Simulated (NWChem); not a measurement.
System: C2HAlN2O2; SMILES C(=[N][AlH][N]=C=O)=O

```xyz
8

Al    -1.1516    -0.0014     0.0000
H     -2.7255    -0.0072     0.0000
N     -0.2285     0.0030     1.5207
C      0.3989     0.0007     2.5601
O      1.0067    -0.0016     3.5728
N     -0.2285     0.0030    -1.5207
C      0.3989     0.0007    -2.5601
O      1.0067    -0.0016    -3.5728
```
Atoms are numbered in this order, from 1.

Program: NWChem. Medium grid unless said otherwise, to which SCAN and Minnesota functionals are sensitive. Geometry: optimised at PBE-D3(BJ)/def2-SVP. B3LYP is NWChem's, with the RPA form of VWN correlation. Total energies of different functionals are on different scales.

```json
[
 {"level": "B3LYP/def2-SVP", "energy (Ha)": "-579.0053", "highest occupied level (eV)": "-8.37", "orbital gap (eV)": "6.53", "dipole (D)": "1.85", "relative time": "1"},
 {"level": "PBE/def2-SVP", "energy (Ha)": "-578.4919", "highest occupied level (eV)": "-7.23", "orbital gap (eV)": "4.85", "dipole (D)": "1.67", "relative time": "2"},
 {"level": "CAM-B3LYP/def2-SVP", "energy (Ha)": "-578.8525", "highest occupied level (eV)": "-9.97", "orbital gap (eV)": "9.29", "dipole (D)": "1.92", "relative time": "5"},
 {"level": "BLYP/def2-SVP", "energy (Ha)": "-578.9386", "highest occupied level (eV)": "-7.03", "orbital gap (eV)": "4.79", "dipole (D)": "1.64", "relative time": "1"},
 {"level": "MN15-L/def2-SVP", "energy (Ha)": "-578.5804", "highest occupied level (eV)": "-7.84", "orbital gap (eV)": "5.69", "dipole (D)": "1.68", "relative time": "1"},
 {"level": "MN15/def2-SVP", "energy (Ha)": "-578.4790", "highest occupied level (eV)": "-9.40", "orbital gap (eV)": "8.15", "dipole (D)": "1.74", "relative time": "1"},
 {"level": "LDA (Slater exchange, VWN5)/def2-SVP", "energy (Ha)": "-575.3271", "highest occupied level (eV)": "-7.45", "orbital gap (eV)": "4.79", "dipole (D)": "1.73", "relative time": "1"},
 {"level": "HCTH/407/def2-SVP", "energy (Ha)": "-578.9219", "highest occupied level (eV)": "-7.43", "orbital gap (eV)": "4.99", "dipole (D)": "1.76", "relative time": "1"},
 {"level": "TPSS/def2-SVP", "energy (Ha)": "-579.0607", "highest occupied level (eV)": "-7.30", "orbital gap (eV)": "5.08", "dipole (D)": "1.66", "relative time": "1"},
 {"level": "LRC-wPBEh/def2-SVP", "energy (Ha)": "-578.5387", "highest occupied level (eV)": "-10.52", "orbital gap (eV)": "10.48", "dipole (D)": "1.92", "relative time": "4"}
]
```

Relative times are rough (shared machine, one core).
